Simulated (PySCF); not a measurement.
CH2NO (SMILES N[C]=O), doublet, at a GFN2-xTB geometry; DF-R2SCAN/cc-pVTZ in PySCF.

Here is a job for PySCF.
```python
from pyscf import gto, scf, dft

mol = gto.M(
    atom='''
O    -0.26239492    1.20792016   -0.01400583
C    -0.41467571    0.01679901    0.00061495
N     0.43485650   -0.99377497    0.01109142
H     0.09501155   -1.93993374    0.02313653
H     1.44820656   -0.86779678    0.00758046
''',
    basis='cc-pvtz',
    spin=1,
    verbose=4,
    max_memory=1800,
)

mf = dft.UKS(mol)
mf.xc = 'r2scan'
mf = mf.density_fit(auxbasis='def2-universal-jkfit')
mf.kernel()
```

Question: What does PySCF print? Leave out banner, timings and long lists.

Answer: 
```
PySCF version 2.14.0

[INPUT] verbose = 4
[INPUT] num. atoms = 5
[INPUT] num. electrons = 23
[INPUT] charge = 0
[INPUT] spin (= nelec alpha-beta = 2S) = 1
[INPUT] symmetry False subgroup None
[INPUT] Mole.unit = angstrom
[INPUT] Symbol           X                Y                Z      unit          X                Y                Z       unit  Magmom
[INPUT]  1 O     -0.262394920000   1.207920160000  -0.014005830000 AA   -0.495854535277   2.282638282741  -0.026467182847 Bohr   0.0
[INPUT]  2 C     -0.414675710000   0.016799010000   0.000614950000 AA   -0.783623522410   0.031745528064   0.001162087080 Bohr   0.0
[INPUT]  3 N      0.434856500000  -0.993774970000   0.011091420000 AA    0.821759688487  -1.877962522748   0.020959746133 Bohr   0.0
[INPUT]  4 H      0.095011550000  -1.939933740000   0.023136530000 AA    0.179545808170  -3.665943468403   0.043721705173 Bohr   0.0
[INPUT]  5 H      1.448206560000  -0.867796780000   0.007580460000 AA    2.736713770198  -1.639898245979   0.014324993298 Bohr   0.0

nuclear repulsion = 64.4541763652117
number of shells = 39
number of NR pGTOs = 158
number of NR cGTOs = 118
basis = cc-pvtz
ecp = {}

******** <class 'pyscf.df.df_jk.DFUKS'> ********
method = DFUKS
initial guess = minao
damping factor = 0
level_shift factor = 0
DIIS = <class 'pyscf.scf.diis.CDIIS'>
diis_start_cycle = 1
diis_space = 8
diis_damp = 0
SCF conv_tol = 1e-09
SCF conv_tol_grad = None
SCF max_cycles = 50
direct_scf = False
number electrons alpha = 12  beta = 11
XC library pyscf.dft.libxc version 7.1.2
    S. Lehtola, C. Steigemann, M. J. T. Oliveira, and M. A. L. Marques,  SoftwareX 7, 1–5 (2018)
XC functionals = r2scan
    J. W. Furness, A. D. Kaplan, J. Ning, J. P. Perdew, and J. Sun,  J. Phys. Chem. Lett. 11, 8208–8215 (2020)
    J. W. Furness, A. D. Kaplan, J. Ning, J. P. Perdew, and J. Sun,  J. Phys. Chem. Lett. 11, 9248–9248 (2020)
    J. W. Furness, A. D. Kaplan, J. Ning, J. P. Perdew, and J. Sun,  J. Phys. Chem. Lett. 11, 8208–8215 (2020)
    J. W. Furness, A. D. Kaplan, J. Ning, J. P. Perdew, and J. Sun,  J. Phys. Chem. Lett. 11, 9248–9248 (2020)
radial grids:
    Treutler-Ahlrichs [JCP 102, 346 (1995); DOI:10.1063/1.469408] (M4) radial grids

becke partition: Becke, JCP 88, 2547 (1988); DOI:10.1063/1.454033
pruning grids: <function nwchem_prune>
grids dens level: 3
symmetrized grids: False
atomic radii adjust function: <function treutler_atomic_radii_adjust>
small_rho_cutoff = 0
Set gradient conv threshold to 3.16228e-05
tot grids = 61720
init E= -169.576333302892

cycle= 1 E= -169.102435549411  delta_E= 0.474  |g|= 0.548  |ddm|= 1.33
cycle= 2 E= -168.108675737773  delta_E= 0.994  |g|= 1.58  |ddm|= 2.35
cycle= 3 E= -169.202611765294  delta_E= -1.09  |g|= 0.19  |ddm|= 2.02
cycle= 4 E= -169.215021851052  delta_E= -0.0124  |g|= 0.095  |ddm|= 0.159
cycle= 5 E= -169.218233587335  delta_E= -0.00321  |g|= 0.0268  |ddm|= 0.0572
cycle= 6 E= -169.218545800066  delta_E= -0.000312  |g|= 0.00766  |ddm|= 0.0302
cycle= 7 E= -169.218576655267  delta_E= -3.09e-05  |g|= 0.00137  |ddm|= 0.0112
cycle= 8 E= -169.218577828988  delta_E= -1.17e-06  |g|= 0.000481  |ddm|= 0.00209
cycle= 9 E= -169.218577983202  delta_E= -1.54e-07  |g|= 0.000125  |ddm|= 0.00055
cycle= 10 E= -169.218578001479  delta_E= -1.83e-08  |g|= 4.8e-05  |ddm|= 0.000208
cycle= 11 E= -169.218578003841  delta_E= -2.36e-09  |g|= 1.35e-05  |ddm|= 8.59e-05
cycle= 12 E= -169.21857800403  delta_E= -1.89e-10  |g|= 2.41e-06  |ddm|= 2.5e-05
Extra cycle  E= -169.218578004033  delta_E= -3.07e-12  |g|= 2.79e-06  |ddm|= 4.33e-06
converged SCF energy = -169.218578004033  <S^2> = 0.75457088  2S+1 = 2.0045657
```
